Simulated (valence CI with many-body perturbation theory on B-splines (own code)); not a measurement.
**Cd14+: what each term of the Hamiltonian does**

Calculated by valence CI with perturbative core correlation (CI+MBPT): six valence electrons over a frozen Dirac-Fock core [Ar] 3d10, radial functions for each j: 9 s, 9 p, 8 d, 6 f, 3 g, 1 h, with the one-electron correlation potential Σ1 (screened to all orders), the two-electron term Σ2, the three-electron term Σ3, Breit, model QED; selected single and double excitations, second order for the rest, scaled by the run's own slope (own B-spline code, finite nucleus).

No measured spectrum was set against this ion. As an estimate, levels hold to about 250 cm⁻¹ or 0.2 % of their energy and the worst to 1 %, as in measured heavy ions of charge 2 to 7; those with d or f electrons hold less well. Among the levels kept, up to 1200 cm⁻¹ of a level comes from second order outside the variational space, and about a tenth of that is noise between levels of different J, which matters for small intervals.

Each rung adds one term. CI alone is the Dirac-Coulomb CI over the frozen core; QED comes last and gives the full result, which names the levels. Energies are above 4s2 4p4 3P_2 on the same rung, in eV.

Names give the largest LS component (configuration and term), which can be under half, so a name can repeat, a term be missing and a line seem to break the LS rules; names also repeat where a configuration has a term twice. Letters in brackets count levels of one name in rising energy.

```csv
Level,CI alone,+ Σ1,+ Σ2,+ Σ3,+ Breit,Full
4s2 4p4 3P_0,3.582,3.595,3.551,3.536,3.530,3.531
4s2 4p4 3P_1,6.855,6.932,6.986,6.991,6.887,6.902
4s2 4p4 1D_2,9.311,9.389,9.395,9.387,9.279,9.292
4s2 4p4 1S_0,18.431,18.582,18.592,18.571,18.374,18.399
4s 4p5 3P°_2,45.542,45.662,45.764,45.800,45.771,45.643
4s 4p5 3P°_1,48.979,49.122,49.187,49.221,49.165,49.043
4s 4p5 3P°_0,52.860,53.054,53.223,53.261,53.135,53.024
4s 4p5 1P°_1,58.782,58.962,58.827,58.850,58.722,58.623
4s2 4p3 4d 5D°_2 [a],61.986,62.074,62.145,62.191,62.077,62.063
4s2 4p3 4d 5D°_3 [a],62.234,62.331,62.410,62.460,62.323,62.311
4s2 4p3 4d 5D°_0,62.254,62.352,62.412,62.462,62.350,62.339
4s2 4p3 4d 5D°_1,62.731,62.840,62.898,62.950,62.817,62.806
4s2 4p3 4d 5D°_4,63.308,63.423,63.495,63.548,63.376,63.369
4s2 4p3 4d 5D°_2 [b],64.712,64.830,64.877,64.924,64.760,64.750
4s2 4p3 4d 5D°_3 [b],67.629,67.768,67.828,67.867,67.675,67.670
4s2 4p3 4d 3D°_1 [a],68.081,68.228,68.307,68.352,68.155,68.153
4s2 4p3 4d 3F°_2 [a],68.324,68.469,68.549,68.595,68.401,68.397
4s2 4p3 4d 1S°_0,68.494,68.639,68.705,68.754,68.565,68.563
4s2 4p3 4d 3F°_3 [a],69.247,69.399,69.472,69.515,69.303,69.300
4s2 4p3 4d 3G°_3,69.900,70.049,70.084,70.116,69.913,69.909
4s2 4p3 4d 3G°_4,70.437,70.598,70.662,70.697,70.467,70.467
4s2 4p3 4d 3F°_4 [a],71.509,71.673,71.707,71.740,71.507,71.508
4s2 4p3 4d 3D°_1 [b],72.266,72.391,72.255,72.245,72.105,72.092
4s2 4p3 4d 1G°_4,72.662,72.828,72.877,72.897,72.669,72.668
4s2 4p3 4d 3G°_5,73.048,73.225,73.262,73.286,73.032,73.036
4s2 4p3 4d 1D°_2,74.192,74.352,74.336,74.346,74.142,74.139
4s2 4p3 4d 3P°_1 [a],75.405,75.576,75.395,75.402,75.193,75.186
4s2 4p3 4d 3P°_0,75.638,75.817,75.768,75.781,75.557,75.558
4s2 4p3 4d 3D°_2,76.804,76.985,76.961,76.959,76.724,76.725
4s2 4p3 4d 3F°_2 [b],77.880,78.067,77.909,77.913,77.677,77.676
4s2 4p3 4d 3F°_3 [b],77.837,78.029,77.991,77.997,77.740,77.742
```

(1) How does the ionisation energy move along the ladder, and which term matters most?

Results:

(1) CI alone 358.25, + Σ1 359.31, + Σ2 359.37, + Σ3 359.15, + Breit 358.99, + QED 359.00 eV. The largest step is Σ1, 1.06 eV. NIST lists 358 ± 3 eV (theoretical).
